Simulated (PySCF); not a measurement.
C₂H₂N, SMILES C(#N)[CH2-], charge -1. Atoms are numbered in the order given.

```xyz
5

C     -1.2016     0.0882     0.0000
C      0.1803    -0.0014     0.0000
N      1.3624    -0.0117     0.0000
H     -1.7044    -0.2195    -0.9151
H     -1.7044    -0.2195     0.9151
```
Charge -1, spin multiplicity 1.

Geometry optimised at r2SCAN-D4/def2-TZVPD.

These are PySCF with PBE/pcJ-1 values and carry that method's errors.

Isotropic couplings with Fermi-contact, spin-dipole and both spin-orbit terms, one fixed conformer, no vibrational averaging. Isotopes: 13C, 14N, 1H.

```json
[
 {"pair": "C1–C2", "bonds apart": "1", "J (Hz)": "…"},
 {"pair": "C1–H4", "bonds apart": "1", "J (Hz)": "…"},
 {"pair": "C1–H5", "bonds apart": "1", "J (Hz)": "…"},
 {"pair": "C2–N3", "bonds apart": "1", "J (Hz)": "8.1"},
 {"pair": "C1–N3", "bonds apart": "2", "J (Hz)": "-2.5"},
 {"pair": "C2–H4", "bonds apart": "2", "J (Hz)": "…"},
 {"pair": "C2–H5", "bonds apart": "2", "J (Hz)": "…"},
 {"pair": "H4–H5", "bonds apart": "2", "J (Hz)": "-6.4"},
 {"pair": "N3–H4", "bonds apart": "3", "J (Hz)": "0.6"},
 {"pair": "N3–H5", "bonds apart": "3", "J (Hz)": "0.6"}
]
```

Question: Some entries are withheld; supply them. (The exact figures need the calculation; the answer reports its results.)

Answer: 
- C1–C2, J (Hz): 77.1
- C1–H4, J (Hz): 139.9
- C1–H5, J (Hz): 139.9
- C2–H4, J (Hz): -0.5
- C2–H5, J (Hz): -0.5
